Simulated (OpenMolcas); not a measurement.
Cr4+: effect of the basis set

```json
{
 "Program": "OpenMolcas 26.06",
 "Method": "CASSCF",
 "Active space": "2 electrons in 10 orbitals (3d 4d)",
 "State averaging": "2S+1 = 3 even, 10 roots; 2S+1 = 1 even, 15 roots",
 "Spin-orbit coupling": "state interaction with AMFI integrals over the reference wave functions, term energies averaged over their components"
}
```

A. ANO-R2 [6s4p4d2f], X2C, finite nucleus; cost roughly 23 core-seconds
B. ANO-RCC-VTZP [6s5p3d2f1g], DKH2, point nucleus; cost roughly 13 core-seconds
C. ANO-RCC-VQZP [7s6p4d3f2g1h], DKH2, point nucleus; cost about 10 core-seconds

Energies in eV above 3d² ³F₂, the measured ground level; measured values from Sugar and Corliss, J. Phys. Chem. Ref. Data 6, 317 (1977).

| Level | A | B | C | Measured |
| --- | --- | --- | --- | --- |
| 3d² ³F₂ | 0.0000 | 0.0000 | 0.0000 | 0.0000 |
| 3d² ³F₃ | 0.0637 | 0.0629 | 0.0626 | 0.0630 |
| 3d² ³F₄ | 0.1455 | 0.1437 | 0.1428 | 0.1416 |
| 3d² ¹D₂ | 2.0008 | 1.9952 | 1.9966 | 1.6351 |
| 3d² ³P₀ | 2.3496 | 2.3431 | 2.3456 | 1.9207 |
| 3d² ³P₁ | 2.3716 | 2.3649 | 2.3672 | 1.9437 |
| 3d² ³P₂ | 2.4203 | 2.4129 | 2.4150 | 1.9888 |
| 3d² ¹G₄ | 3.0710 | 3.0625 | 3.0621 | 2.7300 |
| 3d² ¹S₀ | 7.3241 | 7.3189 | 7.3255 | 6.3413 |

Deviations, from unrounded energies. A percentage is the sum of absolute deviations over the sum of measured energies, with the sign that they share, or ± where signs differ.

```
                        Against measurement  Levels      A      B      C
             mean absolute deviation (cm-1)       8   3000   3000   3000
      fine structure of the ground term (%)       2   +2.3   ±1.1   ±0.8
other terms of the ground configuration (%)       6  +18.0  +17.7  +17.8
```

A, B, C lie about equally close to measurement. The largest miss of B in the table is 3d² ¹S₀, by +7900 cm-1. The ranking rests on the paired levels alone, and a cruder setting can come out closer through cancelling errors.

Among A to C the level of the table that moves most is 3d² ¹G₄, by 72 cm-1 (lowest in C, highest in A).

Without dynamic correlation excited terms often stand tens of per cent too high (terms of higher spin than the ground term too low), and those without a measured partner can miss by more than the paired ones. Active for correlation alone: 4d; no level in the range computed is led by a configuration that fills it, so any true level of that kind is missing. Computed and measured levels are paired by configuration, term and J; levels that our copy of the source lacks, or whose pairing is in doubt (as where it misses far off the trend of its configuration), stay unpaired and out of the deviations. Levels of configurations outside the active space are missing.
